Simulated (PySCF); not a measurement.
## Worked example: oscillator strength and radiative lifetime

C2H10O2Si2, SMILES C[C@H](O)[SiH2]O[SiH3].

Geometry optimised at ωB97X-D3(BJ)/def2-SVP. The structure was generated by enumeration; whether it is a known compound was not checked. Other conformers were not sampled.

TDA-LC-ωPBE/def2-SVPD in PySCF puts the first singlet state with f over 0.02 at 7.07 eV (vertical), with the transition dipole (-0.219, -0.222, -0.204) in atomic units.

Task: Find the oscillator strength, the wavelength and the radiative lifetime that this transition would have in vacuum if emission retraced absorption.

Result: 
|μ|² = 0.1389 au, so |μ| = 0.95 D. ΔE = 7.07/27.211 = 0.2598 hartree. f = (2/3) ΔE |μ|² = 0.024 (the program prints 0.024).
λ = 1239.84/7.07 = 175 nm; ν = 57023 cm⁻¹.
Einstein's coefficient A = 0.6670 ν² f s⁻¹ (ν in cm⁻¹) = 5.2e7 s⁻¹, so τ = 1/A = 19 ns. This state is S1. The figure is the radiative limit of this one transition; relaxation, internal conversion, crossing to triplets and a medium change what is measured.
